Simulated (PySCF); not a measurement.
C6H10ClO (doublet state).
Structure used (GFN2-xTB), in Å, numbered top down from 1:
```xyz
18
C6H10ClO angstrom
O      0.0031    2.4007   -0.7792
C      0.0401    0.9977   -0.6269
C     -1.3070    0.5549   -0.0612
C     -1.3589   -0.9667    0.0714
C     -0.1587   -1.5203    0.7365
C      1.1311   -0.9345    0.5557
Cl     1.8713   -1.7178   -1.0701
C      1.1562    0.5623    0.3287
H      0.8562    2.7009   -1.1109
H      0.2011    0.5167   -1.6047
H     -1.4404    1.0227    0.9156
H     -2.1036    0.9110   -0.7143
H     -1.4310   -1.4030   -0.9363
H     -2.2600   -1.2731    0.6076
H     -0.2248   -2.5048    1.1713
H      1.8793   -1.2652    1.2737
H      2.1309    0.8651   -0.0604
H      1.0063    1.0595    1.2917
```

The hyperfine couplings belong to this conformer and change with its torsions.

As a line formula: `O[C@@H]1CC[CH][C@@H](Cl)C1` [radical].

Level of theory: UKS B3LYP, pcH-1 on C Cl H O, non-relativistic, mean-field spin-orbit, GIAO in PySCF. The structure is a single GFN2-xTB conformer in the gas phase; no vibrational or solvent corrections. Couplings are sensitive to structure, and on GFN2-xTB geometries they can be far from those on DFT ones. The SCF solution wasn't tested for stability.

Question: Predict the first-order ENDOR lines of C5, C3, C6, C8, H13, H15, H14, H16 and Cl7 under fast tumbling at B = 1216.1 mT (Q band).

Answer: For S = 1/2 in fast tumbling each set of equivalent nuclei gives two lines, ν± = |νn ± a/2| to first order, with νn = g_N μN B/h and μN/h = 7.62259 MHz/T.

```json
{"nuclei": "C5", "isotope": "13C", "g_N": "1.4048", "νn (MHz)": "13.02", "a_iso (MHz)": "80.53", "lower line (MHz)": "27.24", "upper line (MHz)": "53.29"}
{"nuclei": "C3", "isotope": "13C", "g_N": "1.4048", "νn (MHz)": "13.02", "a_iso (MHz)": "12.27", "lower line (MHz)": "6.89", "upper line (MHz)": "19.16"}
{"nuclei": "C6", "isotope": "13C", "g_N": "1.4048", "νn (MHz)": "13.02", "a_iso (MHz)": "10.26", "lower line (MHz)": "7.89", "upper line (MHz)": "18.15"}
{"nuclei": "C8", "isotope": "13C", "g_N": "1.4048", "νn (MHz)": "13.02", "a_iso (MHz)": "5.07", "lower line (MHz)": "10.49", "upper line (MHz)": "15.56"}
{"nuclei": "H13", "isotope": "1H", "g_N": "5.5857", "νn (MHz)": "51.78", "a_iso (MHz)": "135.15", "lower line (MHz)": "15.80", "upper line (MHz)": "119.35"}
{"nuclei": "H15", "isotope": "1H", "g_N": "5.5857", "νn (MHz)": "51.78", "a_iso (MHz)": "-51.52", "lower line (MHz)": "26.02", "upper line (MHz)": "77.54"}
{"nuclei": "H14", "isotope": "1H", "g_N": "5.5857", "νn (MHz)": "51.78", "a_iso (MHz)": "34.05", "lower line (MHz)": "34.75", "upper line (MHz)": "68.80"}
{"nuclei": "H16", "isotope": "1H", "g_N": "5.5857", "νn (MHz)": "51.78", "a_iso (MHz)": "18.95", "lower line (MHz)": "42.30", "upper line (MHz)": "61.25"}
{"nuclei": "Cl7", "isotope": "35Cl", "g_N": "0.5479", "νn (MHz)": "5.08", "a_iso (MHz)": "49.39", "lower line (MHz)": "19.62", "upper line (MHz)": "29.77"}
```

The rows for 13C, of low natural abundance, apply to labelled samples.

Question: Which pairs are centred on the nuclear Larmor frequency, and which on half the coupling?

Answer: Centred on νn, since |a| < 2νn: C3, C6, C8, H15, H14 and H16. Centred on |a|/2 and split by 2νn: C5, H13 and Cl7.

Question: At what field would the lower line of H13 fall to zero frequency?

Answer: Where νn = |a|/2, that is B = 67.58 MHz/(5.5857 × 7.62259 MHz/T) = 1590 mT, as far as first order holds there.

Couplings of abundant isotopes left out: H17 (4.2 MHz), H11 (-2.0 MHz) and H12 (-0.9 MHz).

Main isotope only: 35Cl (natural samples also hold 24 % 37Cl, magnetic too, which adds its own pattern).

The largest Mulliken spin populations are on C5 (+0.88), Cl7 (+0.19), C4 (-0.07) and H13 (+0.06). The angles at C5 add up to 358.5°, so it is nearly planar; its axial dipolar tensor and the negative coupling of its proton fit spin in a p orbital normal to that plane.

Time: 99 s wall (grids of density and orbitals included); peak memory 1.2 GiB. Hardware: Arm Neoverse V2, one thread, shared host with 32 logical CPUs at a one-minute load of 13.
